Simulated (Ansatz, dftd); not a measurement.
Species: H4SiO, charge 0, singlet. H4SiO (hydroxysilane, SMILES O[SiH3]).
B3LYP-D3(BJ)/def2-TZVP minimum from Ansatz (a quantum-chemistry and plane-wave program):
```
Si
O 1 1.6528
H 2 0.9599 1 118.60
H 1 1.4758 2 105.81 3 180.00
H 1 1.4841 4 109.91 2 -120.66
H 1 1.4841 4 109.91 5 -118.68
```

Quantity: atomisation energy (electronic, to ground-state atoms), in kcal/mol. UHF or UKS for unpaired electrons; spin-orbit terms are left out. Correlated methods leave the cores frozen. Rows without X2C or -DK are non-relativistic. CBS(X,Y): correlation extrapolated as X^-3, Hartree-Fock from the larger set (Q,5: extrapolated as (X+1)exp(-9√X)). A bracket is a step between two methods taken in the basis named. Functionals run without relativity, which enters their misses. Double hybrids freeze cores in their MP2 part. 'core' is core correlation in cc-pwCVTZ (1s frozen past Ne), 'X2C' scalar relativity in cc-pVTZ-DK, both at CCSD(T). For partners of very few electrons the exact lower level stands in for a higher one.

```
level                                                                                        program  atomisation energy (kcal/mol)  difference against the last row
------------------------------------------------------------------------------------  --------------  -----------------------------  -------------------------------
r2SCAN/def2-TZVPD                                                                             Ansatz                          457.9                             -4.7
B3LYP-D4/def2-TZVPD                                                                   Ansatz + dftd4                          459.3                             -3.3
B3LYP/def2-TZVPD                                                                              Ansatz                          456.9                             -5.7
r2SCANh/def2-TZVPD                                                                            Ansatz                          455.3                             -7.3
B2PLYP-D4/def2-TZVPD                                                                  Ansatz + dftd4                          455.0                             -7.6
MP2/cc-pV(5+d)Z                                                                               Ansatz                          464.4                              1.8
MP2/CBS(cc-pV(T+d)Z,cc-pV(Q+d)Z)                                                              Ansatz                          466.9                              4.3
CCSD/CBS(cc-pV(T+d)Z,cc-pV(Q+d)Z)                                                             Ansatz                          459.2                             -3.4
CCSD(T)/cc-pV(D+d)Z                                                                           Ansatz                          421.1                            -41.5
CCSD(T)/cc-pV(Q+d)Z                                                                           Ansatz                          459.1                             -3.5
CCSD(T)/CBS(cc-pV(Q+d)Z,cc-pV(5+d)Z)                                                          Ansatz                          463.5                              0.9
CCSDT(Q)/cc-pV(D+d)Z                                                                          Ansatz                          421.4                            -41.2
CCSD(T)/CBS(cc-pV(Q+d)Z,cc-pV(5+d)Z) + [CCSDT(Q) - CCSD(T)]/cc-pV(D+d)Z + core + X2C          Ansatz                          463.0                              0.4
CCSD(T)/CBS(cc-pV(Q+d)Z,cc-pV(5+d)Z) + [CCSDT(Q) - CCSD(T)]/cc-pV(T+d)Z + core + X2C          Ansatz                          462.6                              0.0
```
